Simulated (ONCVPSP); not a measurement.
## Transferability test, ONCV potential for calcium (Ca)

| Item | Value |
| --- | --- |
| Element | Ca |
| Generator | ONCVPSP 4.0.1 |
| Type | optimised norm-conserving Vanderbilt (ONCV) |
| Functional | PW91 |
| Relativity | scalar-relativistic |
| Frozen core | [Ne] |
| Valence charge | 10 |
| Reference configuration | 3s2 3p6 4s2 |
| Partial waves | 3s+4s: rc 2.05 bohr, ncon 4, nbas 7, qcut 4.7 1/bohr, 2 projectors; 3p: rc 1.40 bohr, ncon 3, nbas 7, qcut 9.3 1/bohr, 3 projectors, debl 1.3 Ha; d scattering state at 0.02 Ha: rc 1.60 bohr, ncon 4, nbas 9, qcut 5.2 1/bohr, 2 projectors, debl 3.9 Ha; f scattering state at 0.15 Ha: rc 1.60 bohr, ncon 4, nbas 8, qcut 6.8 1/bohr, 1 projector |
| Local potential | polynomial inside 1.05 bohr (lpopt 4, dvloc0 0 Ha) |
| Core correction | Teter function, fcfact 4.25, rcfact 1.5 |

In the d channel the program set the typed energies aside and used 0.050, 3.950 Ha.

Energies are relative to the spin-unpolarised reference configuration 3s2 3p6 4s2; without spin polarisation the order of configurations can differ from experiment.

Give the all-electron excitation energy and the error of the potential for: 3s2 3p6 4s1; 3s2 3p6 4s0; 3s2 3p6 4s1.5; 3s2 3p6 4s0 4p1.

```json
{"valence configuration": "3s2 3p6 4s1", "charge": "+1", "ΔE all-electron (eV)": "6.341", "error AE − PS (meV)": "-0.6"}
{"valence configuration": "3s2 3p6 4s0", "charge": "+2", "ΔE all-electron (eV)": "18.201", "error AE − PS (meV)": "-3.6"}
{"valence configuration": "3s2 3p6 4s1.5", "charge": "+0.5", "ΔE all-electron (eV)": "2.520", "error AE − PS (meV)": "-0.1"}
{"valence configuration": "3s2 3p6 4s0 4p1", "charge": "+1", "ΔE all-electron (eV)": "9.382", "error AE − PS (meV)": "-2.3"}
```

Levels in the configuration 3s2 3p6 4s0:

```json
{"level": "3s", "all-electron (eV)": "-62.294", "pseudo (eV)": "-62.346"}
{"level": "3p", "all-electron (eV)": "-43.141", "pseudo (eV)": "-43.152"}
```
